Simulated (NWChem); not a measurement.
System: C3H2F3, doublet; SMILES [C](F)(F)/C=C/F

```xyz
8

F     -0.1721    -2.6552     0.0000
C      0.3540    -1.4168     0.0000
C     -0.4950    -0.3226     0.0000
C     -0.0712     0.9788     0.0000
F     -0.8832     2.0264     0.0000
F      1.2078     1.3401     0.0000
H      1.4363    -1.3939     0.0000
H     -1.5667    -0.4899     0.0000
```
Atoms are numbered in this order, from 1.

Level: B3LYP/6-31G* (spherical d), spin-unrestricted (NWChem), optimised geometry, unscaled harmonic frequencies. In the optimisation the excess spin sits in a" (Cs, its own frame).

```json
[
 {"frequency (cm⁻¹)": "162", "IR intensity (km/mol)": "3.6"},
 {"frequency (cm⁻¹)": "173", "IR intensity (km/mol)": "1.9"},
 {"frequency (cm⁻¹)": "199", "IR intensity (km/mol)": "0.1"},
 {"frequency (cm⁻¹)": "346", "IR intensity (km/mol)": "1.1"},
 {"frequency (cm⁻¹)": "389", "IR intensity (km/mol)": "2.2"},
 {"frequency (cm⁻¹)": "477", "IR intensity (km/mol)": "1.4"},
 {"frequency (cm⁻¹)": "583", "IR intensity (km/mol)": "14.1"},
 {"frequency (cm⁻¹)": "598", "IR intensity (km/mol)": "1.7"},
 {"frequency (cm⁻¹)": "867", "IR intensity (km/mol)": "38.7"},
 {"frequency (cm⁻¹)": "924", "IR intensity (km/mol)": "93.1"},
 {"frequency (cm⁻¹)": "1146", "IR intensity (km/mol)": "146.0"},
 {"frequency (cm⁻¹)": "1208", "IR intensity (km/mol)": "48.3"},
 {"frequency (cm⁻¹)": "1276", "IR intensity (km/mol)": "24.2"},
 {"frequency (cm⁻¹)": "1374", "IR intensity (km/mol)": "155.7"},
 {"frequency (cm⁻¹)": "1511", "IR intensity (km/mol)": "19.8"},
 {"frequency (cm⁻¹)": "1606", "IR intensity (km/mol)": "188.6"},
 {"frequency (cm⁻¹)": "3232", "IR intensity (km/mol)": "1.0"},
 {"frequency (cm⁻¹)": "3255", "IR intensity (km/mol)": "8.6"}
]
```

```yaml
zero_point_energy: 27.6 kcal/mol
thermal correction to the enthalpy at 298.15 K (with zero-point energy): 32.0 kcal/mol
heat capacity Cv: 19.9 cal/(mol K)
"entropy at 298.15 K and 1 atm (symmetry number 1, electronic part: spin degeneracy alone)": 79.2 cal/(mol K)
dipole_moment: 0.10 D
```

Rigid rotor and harmonic oscillator.
